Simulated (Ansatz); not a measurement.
The cluster TaO3. The state is a doublet with charge 0. Geometry PBE0-D4/def2-TZVPD, that of the charge -1 singlet; atoms count from 1.

Cartesian coordinates in Å:
```
Ta -0.030 -0.671 0.461
O 0.991 0.945 0.066
O -1.741 -0.415 0.591
O 0.781 0.141 -1.118
```

In the def2 sets Ta takes a core potential; there is no spin–orbit coupling. The structure holds one bond between oxygen atoms, so isomers without such links may lie far lower. The structure comes from a short search, and lower isomers may exist.

Problem. Estimate the Mulliken populations from the PBE0/def2-TZVPD orbitals of Ansatz.

Solution. 
| atom | charge (e) | spin (α − β) | d electrons |
| --- | --- | --- | --- |
| Ta1 | 1.12 | 1.19 | 2.65 |
| O2 | -0.29 | -0.06 | – |
| O3 | -0.55 | -0.07 | – |
| O4 | -0.29 | -0.06 | – |
Mulliken values and Mayer orders depend strongly on the basis. With diffuse functions, as here, like atoms can get unlike values, and bond orders can come out too low or too high.

Problem. Where does the spin sit?

Solution. Summed by element: Ta 1.19, O -0.19, of 1 unpaired in all. Largest on single atoms: Ta1 1.19, O3 -0.07, O4 -0.06.

Problem. And the Mayer bond orders between bonded heavy atoms (over 0.3)?

Solution. Ta1–O2 0.98 (1.95 Å); Ta1–O3 2.06 (1.74 Å); Ta1–O4 0.98 (1.95 Å); O2–O4 0.71 (1.45 Å).
